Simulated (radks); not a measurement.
Results of a calculation; reference values are marked as such.
All-electron atom: Sr II in [Kr] 5s1. Code: a radial shooting solver on a logarithmic mesh with Libxc functionals. Model: scalar-relativistic Kohn-Sham, LDA (Slater exchange, VWN5 correlation), spin-polarised, spherical densities, finite nucleus; open shells are filled with parallel spins first (spin-orbit coupling, left out, can overturn this in heavy ions); Fermi nuclear charge, rms radius 4.224 fm.

Unscreened Slater integrals over Kohn-Sham orbitals (eV). They are taken over the spin-up orbitals.

| integral | value |
|---|---|
| F0(5s,5s) | 6.4035 |
| F0(5s,4p) | 7.9985 |
| G1(5s,4p) | 0.64006 |
| F0(5s,4s) | 8.1196 |
| G0(5s,4s) | 0.37937 |
| F0(5s,3d) | 8.6304 |
| G2(5s,3d) | 0.19485 |
| F0(4p,4p) | 15.688 |
| F2(4p,4p) | 8.1916 |
| F0(4p,4s) | 16.750 |
| G1(4p,4s) | 11.202 |
| F0(4p,3d) | 20.478 |
| F2(4p,3d) | 4.4192 |
| G1(4p,3d) | 1.4397 |
| G3(4p,3d) | 1.3597 |
| F0(4s,4s) | 18.084 |
| F0(4s,3d) | 23.111 |
| G2(4s,3d) | 1.9231 |
| F0(3d,3d) | 49.893 |
| F2(3d,3d) | 24.201 |
| F4(3d,3d) | 15.292 |
